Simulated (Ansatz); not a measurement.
C$_{3}$H$_{5}$ (SMILES [CH]=CC), doublet (typed; the unrestricted solution is spin-contaminated), at a GFN2-xTB geometry. Base run: MP2/def2-SVP in Ansatz (a first-principles code).

Here is a job for Ansatz.
Ansatz 0.2 input:
```yaml
crystal:
  periodic: [false, false, false]
  atoms:
    - {symbol: C, position_ang: [1.32517045, 0.17996425, -0.00948946]}
    - {symbol: C, position_ang: [0.06095864, 0.44136230, -0.01602886]}
    - {symbol: H, position_ang: [2.25652235, 0.69360547, -0.03009773]}
    - {symbol: H, position_ang: [-0.31124892, 1.47566041, -0.05242127]}
    - {symbol: C, position_ang: [-1.04589578, -0.57280156, 0.02299841]}
    - {symbol: H, position_ang: [-0.64250733, -1.58055333, 0.05836424]}
    - {symbol: H, position_ang: [-1.67008190, -0.40821458, 0.90058097]}
    - {symbol: H, position_ang: [-1.67408412, -0.47164793, -0.86130678]}
basis:
  gaussian:
    orbitals: def2-SVP
magnetization: {spin_polarized: true, initial_magnetization: 1}
correlation: {method: mp2}
```

Each row names what was changed in the base input (with any setting that the change needs).

```csv
change,ΔE vs base (mEh),MP2 correlation (Eh),basis functions
base,0.000,-0.37285,67
"fitting = cc-pVTZ-JKFIT (mean field), cc-pVTZ-RIFIT (correlation)",0.052,-0.37281,67
lower_state_search = off,0.000,-0.37285,67
method = bccd_t,…,-0.37285,67
method = ccsd,-48.238,-0.37285,67
method = bccd,-47.783,-0.37285,67
reference functional = pbe0,-17.157,-,67
method = rpa,…,-,67
accuracy = high,-0.002,-0.37285,67
electrons = outside_noble_gas,0.000,-0.37285,67
```

### Question
What belongs in the gaps?

### Answer

- method = bccd_t, ΔE vs base (mEh): -62.186
- method = rpa, ΔE vs base (mEh): -84.275
